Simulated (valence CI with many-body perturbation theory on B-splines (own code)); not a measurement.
# E1 line list for In43+

Computed by configuration interaction combined with many-body perturbation theory (CI+MBPT): four valence electrons over a frozen Dirac-Fock core [He], radial functions for each j: 11 s, 11 p, 9 d, 7 f, 5 g, 2 h, 1 i, with the one-electron correlation potential Σ1, the two-electron term Σ2, the three-electron term Σ3, Breit, model QED; selected CI, second order for the rest (own B-spline code, finite nucleus).

No measured spectrum was set against this ion. As an estimate, large intervals hold to a few tenths of a per cent, small ones and those within an open d or f shell to about a per cent. Among the levels kept, up to 260 cm⁻¹ of a level comes from second order outside the variational space, and about a tenth of that is noise between levels of different J, which matters for small intervals.

Lines 51 to 100 of 255 in falling wavelength, among levels below 37440 × 10³ cm⁻¹, chosen from the strongest by gf and those to the six lowest levels. Wavelengths and rates use the calculated energies. Electric multipoles are in the length gauge, E1 and E2 with the static RPA response of the core. Weak lines are less certain than strong ones. Lines between different terms over intervals too small for the method are left out, as are lines whose strength nearly cancels. The highest levels of a list are the least certain.

Levels are named by their leading jj configuration (3d3/2^4 stands for four electrons in 3d with j = 3/2), which in mixed levels can hold well under half, so a name can repeat and another be missing. Letters in brackets count levels of one name in rising energy.

| λ vac (nm) | Upper | Lower | A (s⁻¹) | S (a.u.) with core polarisation | S without |
| --- | --- | --- | --- | --- | --- |
| 9.170 | (2s 2p1/2 2p3/2 3s) J=3 | (2s^2 2p3/2 3s) J=2 | 2.41e+10 | 6.43e-02 | 6.44e-02 |
| 8.583 | (2s 2p1/2 2p3/2 3s) J=2 [b] | (2s^2 2p3/2 3s) J=1 | 2.02e+10 | 3.16e-02 | 3.16e-02 |
| 8.477 | (2s 2p1/2^2 2p3/2) J=2 | (2s^2 2p1/2 2p3/2) J=2 | 3.61e+09 | 5.42e-03 | 5.43e-03 |
| 8.082 | (2s 2p1/2 2p3/2 3p3/2) J=3 [b] | (2s^2 2p3/2 3p3/2) J=3 | 1.52e+10 | 2.77e-02 | 2.77e-02 |
| 7.974 | (2s 2p1/2 2p3/2^2) J=3 | (2s^2 2p3/2^2) J=2 | 7.09e+09 | 1.24e-02 | 1.24e-02 |
| 7.716 | (2s 2p1/2^2 2p3/2) J=2 | (2s^2 2p1/2 2p3/2) J=1 | 6.58e+09 | 7.46e-03 | 7.47e-03 |
| 6.191 | (2s 2p1/2 2p3/2^2) J=1 [a] | (2s^2 2p3/2^2) J=2 | 6.38e+09 | 2.24e-03 | 2.25e-03 |
| 6.155 | (2s 2p1/2^2 2p3/2) J=1 | (2s^2 2p1/2 2p3/2) J=2 | 1.66e+10 | 5.74e-03 | 5.76e-03 |
| 5.894 | (2s 2p1/2 2p3/2^2) J=2 [b] | (2s^2 2p3/2^2) J=2 | 9.63e+09 | 4.87e-03 | 4.88e-03 |
| 5.779 | (2s 2p1/2 2p3/2^2) J=1 [b] | (2s^2 2p3/2^2) J=2 | 3.89e+09 | 1.11e-03 | 1.11e-03 |
| 5.743 | (2s 2p1/2^2 2p3/2) J=1 | (2s^2 2p1/2 2p3/2) J=1 | 3.39e+09 | 9.52e-04 | 9.55e-04 |
| 5.379 | (2p1/2^2 2p3/2^2) J=2 | (2s 2p1/2 2p3/2^2) J=3 | 5.75e+10 | 2.21e-02 | 2.21e-02 |
| 3.422 | (2s 2p1/2 2p3/2^2) J=2 [a] | (2s^2 2p1/2 2p3/2) J=1 | 8.96e+10 | 8.86e-03 | 8.88e-03 |
| 3.272 | (2s 2p1/2 2p3/2^2) J=3 | (2s^2 2p1/2 2p3/2) J=2 | 7.85e+10 | 9.49e-03 | 9.51e-03 |
| 3.159 | (2p1/2 2p3/2^3) J=1 | (2s 2p1/2 2p3/2^2) J=1 [b] | 2.37e+11 | 1.11e-02 | 1.11e-02 |
| 3.078 | (2s 2p3/2^3) J=2 | (2s^2 2p3/2^2) J=2 | 3.39e+11 | 2.44e-02 | 2.45e-02 |
| 3.057 | (2s 2p1/2 2p3/2 3p3/2) J=3 [c] | (2s^2 2p1/2 3p3/2) J=2 | 3.08e+11 | 3.04e-02 | 3.04e-02 |
| 3.049 | (2p1/2 2p3/2^3) J=1 | (2s 2p1/2 2p3/2^2) J=1 [a] | 2.55e+11 | 1.07e-02 | 1.07e-02 |
| 3.039 | (2p1/2^2 2p3/2^2) J=2 | (2s 2p1/2^2 2p3/2) J=1 | 2.30e+11 | 1.60e-02 | 1.60e-02 |
| 3.030 | (2s 2p1/2 2p3/2 3p3/2) J=2 [c] | (2s^2 2p1/2 3p3/2) J=1 | 3.35e+11 | 2.30e-02 | 2.31e-02 |
| 3.023 | (2s 2p1/2 2p3/2 3d3/2) J=3 [d] | (2s^2 2p1/2 3d3/2) J=2 | 2.63e+11 | 2.51e-02 | 2.52e-02 |
| 3.023 | (2p3/2^4) J=0 | (2s 2p3/2^3) J=1 | 1.25e+12 | 1.70e-02 | 1.70e-02 |
| 3.014 | (2s 2p1/2 2p3/2 3d3/2) J=2 [d] | (2s^2 2p1/2 3d3/2) J=1 | 2.98e+11 | 2.01e-02 | 2.02e-02 |
| 3.010 | (2p1/2 2p3/2^3) J=2 | (2s 2p1/2 2p3/2^2) J=2 [b] | 5.12e+11 | 3.44e-02 | 3.45e-02 |
| 3.009 | (2s 2p1/2 2p3/2 3p1/2) J=2 [c] | (2s^2 2p1/2 3p1/2) J=1 | 3.28e+11 | 2.20e-02 | 2.21e-02 |
| 3.002 | (2s 2p1/2 2p3/2 3p1/2) J=1 [b] | (2s^2 2p1/2 3p1/2) J=1 | 3.47e+11 | 1.39e-02 | 1.39e-02 |
| 2.999 | (2s 2p1/2 2p3/2 3p1/2) J=1 [c] | (2s^2 2p1/2 3p1/2) J=0 | 3.67e+11 | 1.47e-02 | 1.47e-02 |
| 2.990 | (2s 2p1/2 2p3/2 3p3/2) J=2 [d] | (2s^2 2p1/2 3p3/2) J=2 | 3.85e+11 | 2.54e-02 | 2.55e-02 |
| 2.985 | (2s 2p1/2 2p3/2 3s) J=1 [c] | (2s^2 2p1/2 3s) J=1 | 3.12e+11 | 1.23e-02 | 1.23e-02 |
| 2.982 | (2s 2p1/2 2p3/2 3s) J=2 [c] | (2s^2 2p1/2 3s) J=1 | 3.25e+11 | 2.12e-02 | 2.13e-02 |
| 2.977 | (2s 2p1/2 2p3/2 3d3/2) J=2 [c] | (2s^2 2p1/2 3d3/2) J=2 | 3.04e+11 | 1.98e-02 | 1.98e-02 |
| 2.970 | (2s 2p1/2 2p3/2 3d3/2) J=1 [c] | (2s^2 2p1/2 3d3/2) J=2 | 4.75e+11 | 1.84e-02 | 1.85e-02 |
| 2.951 | (2s 2p1/2 2p3/2 3p3/2) J=1 [c] | (2s^2 2p1/2 3p3/2) J=1 | 2.62e+11 | 9.96e-03 | 9.98e-03 |
| 2.950 | (2s 2p1/2 2p3/2 3p3/2) J=1 [d] | (2s^2 2p1/2 3p3/2) J=2 | 3.28e+11 | 1.25e-02 | 1.25e-02 |
| 2.913 | (2s 2p1/2 2p3/2^2) J=0 | (2s^2 2p1/2 2p3/2) J=1 | 3.48e+11 | 4.25e-03 | 4.26e-03 |
| 2.905 | (2p1/2^2 2p3/2 3s) J=2 | (2s 2p1/2^2 3s) J=1 | 2.44e+11 | 1.48e-02 | 1.48e-02 |
| 2.893 | (2s 2p1/2^2 2p3/2) J=1 | (2s^2 2p1/2^2) J=0 | 3.96e+11 | 1.42e-02 | 1.42e-02 |
| 2.858 | (2s 2p1/2 2p3/2^2) J=2 [b] | (2s^2 2p1/2 2p3/2) J=2 | 5.99e+11 | 3.45e-02 | 3.46e-02 |
| 2.831 | (2s 2p1/2 2p3/2^2) J=1 [b] | (2s^2 2p1/2 2p3/2) J=2 | 5.34e+11 | 1.79e-02 | 1.80e-02 |
| 2.830 | (2s 2p1/2 2p3/2^2) J=1 [a] | (2s^2 2p1/2 2p3/2) J=1 | 5.98e+11 | 2.01e-02 | 2.01e-02 |
| 2.774 | (2p1/2^2 2p3/2^2) J=0 | (2s 2p1/2^2 2p3/2) J=1 | 6.83e+11 | 7.19e-03 | 7.21e-03 |
| 2.766 | (2s 2p1/2 2p3/2^2) J=2 [b] | (2s^2 2p1/2 2p3/2) J=1 | 3.12e+10 | 1.63e-03 | 1.63e-03 |
| 2.740 | (2s 2p1/2 2p3/2^2) J=1 [b] | (2s^2 2p1/2 2p3/2) J=1 | 2.14e+10 | 6.51e-04 | 6.53e-04 |
| 2.736 | (2s 2p3/2^3) J=1 | (2s^2 2p3/2^2) J=2 | 7.10e+11 | 2.15e-02 | 2.16e-02 |
| 2.677 | (2p1/2^2 2p3/2^2) J=2 | (2s 2p1/2^2 2p3/2) J=2 | 2.84e+11 | 1.34e-02 | 1.35e-02 |
| 1.971 | (2p1/2 2p3/2^3) J=1 | (2s 2p1/2^2 2p3/2) J=1 | 3.12e+10 | 3.54e-04 | 3.55e-04 |
| 1.794 | (2s 2p3/2^3) J=1 | (2s^2 2p1/2 2p3/2) J=1 | 2.64e+10 | 2.25e-04 | 2.26e-04 |
| 0.3291 | (2s 2p1/2^2 3s) J=1 | (2s 2p1/2^2 2p3/2) J=1 | 2.96e+12 | 1.56e-04 | 1.56e-04 |
| 0.3277 | (2s 2p1/2^2 3s) J=0 | (2s 2p1/2^2 2p3/2) J=1 | 3.00e+13 | 5.21e-04 | 5.19e-04 |
| 0.3275 | (2p1/2^2 2p3/2 3s) J=2 | (2p1/2^2 2p3/2^2) J=2 | 1.45e+13 | 1.25e-03 | 1.25e-03 |
